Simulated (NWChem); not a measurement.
System meant: C2H4GeO; SMILES C1=[CH][GeH2][O]1

Input file for NWChem:

```
start job
memory heap 200 mb stack 900 mb global 1100 mb
geometry units angstroms noautoz
  C      0.001691    -1.607767     0.000000
  C      1.127483    -0.857729     0.000000
  Ge    -0.042565     0.664053     0.000000
  O     -1.132667    -0.869728     0.000000
  H     -0.119718    -2.699744     0.000000
  H      2.173194    -1.154064     0.000000
  H     -0.283348     1.495193    -1.270519
  H     -0.283348     1.495193     1.270519
end
basis spherical
  * library def2-svp
end
dft
  odft
  mult 2
  xc b3lyp
  iterations 150
  mulliken
end
task dft energy
```

End of the output:

```
                                 NWChem DFT Module
                                 -----------------

 Summary of "ao basis" -> "ao basis" (spherical)
 ------------------------------------------------------------------------------
       Tag                 Description            Shells   Functions and Types
 ---------------- ------------------------------  ------  ---------------------
 C                          def2-svp                 6       14   3s2p1d
 Ge                         def2-svp                12       32   5s4p3d
 O                          def2-svp                 6       14   3s2p1d
 H                          def2-svp                 3        5   2s1p

 Summary of "ao basis" -> "ao basis" (spherical)
 ------------------------------------------------------------------------------
       Tag                 Description            Shells   Functions and Types
 ---------------- ------------------------------  ------  ---------------------
 C                          def2-svp                 6       14   3s2p1d
 Ge                         def2-svp                12       32   5s4p3d
 O                          def2-svp                 6       14   3s2p1d
 H                          def2-svp                 3        5   2s1p

      Symmetry analysis of basis
      --------------------------

        a'         65
        a"         29

  number of electrons :                   56
  multiplicity        :                    2
 ------------------------------------------------------------------------
  no. of electrons and multiplicity not compatible                  56
 ------------------------------------------------------------------------
 ------------------------------------------------------------------------
  current input line :
    23: task dft energy
 ------------------------------------------------------------------------
 ------------------------------------------------------------------------
 There is an error in the input file
 ------------------------------------------------------------------------
 For more information see the NWChem manual at https://nwchemgit.github.io

0: no. of electrons and multiplicity not compatible:Received an Error in Communication
```

Task: Can this run be used? If not, why, and what is the fix?

Result: The input was rejected before any calculation. Cause: the multiplicity doesn't fit the number of electrons (an even count wants an odd multiplicity, and the reverse). This input runs:
```
start job
memory heap 200 mb stack 900 mb global 1100 mb
geometry units angstroms noautoz
  C      0.001691    -1.607767     0.000000
  C      1.127483    -0.857729     0.000000
  Ge    -0.042565     0.664053     0.000000
  O     -1.132667    -0.869728     0.000000
  H     -0.119718    -2.699744     0.000000
  H      2.173194    -1.154064     0.000000
  H     -0.283348     1.495193    -1.270519
  H     -0.283348     1.495193     1.270519
end
basis spherical
  * library def2-svp
end
dft
  xc b3lyp
  iterations 150
  mulliken
end
task dft energy
```
It converges to -2230.46340 Ha (B3LYP/def2-SVP).
